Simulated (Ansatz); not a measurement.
A search over several starts for the lowest SCF solution of B₄H₁₀⁺, that is arachno-B4H10 with one electron fewer at the given spin, in a small basis.

```yaml
crystal:
  periodic: [false, false, false]
  atoms:
    - {symbol: B, position_ang: [0.168255, 0.929829, 1.077397]}
    - {symbol: B, position_ang: [-0.493266, -0.697817, 0.518399]}
    - {symbol: B, position_ang: [-0.484724, -0.371956, -1.296292]}
    - {symbol: B, position_ang: [0.970999, -0.144322, -0.187957]}
    - {symbol: H, position_ang: [0.693017, 0.925366, 2.161726]}
    - {symbol: H, position_ang: [-0.438443, -1.753348, 1.082192]}
    - {symbol: H, position_ang: [-0.450107, -1.353570, -1.993718]}
    - {symbol: H, position_ang: [1.921639, -0.861237, -0.056305]}
    - {symbol: H, position_ang: [-1.028758, 0.194318, 1.251951]}
    - {symbol: H, position_ang: [1.238257, 1.051251, 0.158353]}
    - {symbol: H, position_ang: [-1.458643, -0.662730, -0.310802]}
    - {symbol: H, position_ang: [0.808349, 0.194201, -1.404388]}
    - {symbol: H, position_ang: [-0.389574, 1.940307, 0.712819]}
    - {symbol: H, position_ang: [-1.057001, 0.609728, -1.713367]}
basis:
  gaussian: {orbitals: def2-SVP}
total_charge: 1
magnetization: {spin_polarized: true, initial_magnetization: 1}
hamiltonian: {xc: pbe0, dispersion: d4}
output: {orbitals: {seedname: orbitals}}
```

```sh
$ ansatz run in.yaml --threads 4 --pin off --events-out ev --progress --plain --max-ram 3916MiB
```

Shortened log:

```
Functional definition: PBE0
1196 factors; their error is unknown
mean field evaluation 1: about -2843.9784 eV, gradient 3.0e1 eV
mean field evaluation 2: about -2841.1003 eV, gradient 3.7e1 eV
mean field evaluation 4: about -2849.9932 eV, gradient 2.3e0 eV
mean field evaluation 8: about -2850.0299 eV, gradient 9.5e-2 eV
mean field evaluation 16: about -2850.0145 eV, gradient 2.1e-3 eV
mean field evaluation 32: about -2849.5816 eV, gradient 4.8e0 eV
mean field -2850.01448539 eV, -104.7361005288 hartree, gradient 4.9e-6 eV, S^2 0.756263; 7 other end points of the search recorded, 0 dependent functions left out
reference -2850.01451351 eV, -104.7361015623 hartree; 15, 14 occupied and 91, 92 virtual orbitals, 1196 factors
Total energy: -2850.19303075 eV, -104.7426619500 hartree
```

Hardware: 4 threads of Arm Neoverse V2 on a shared host. Wall time 3.5 s.
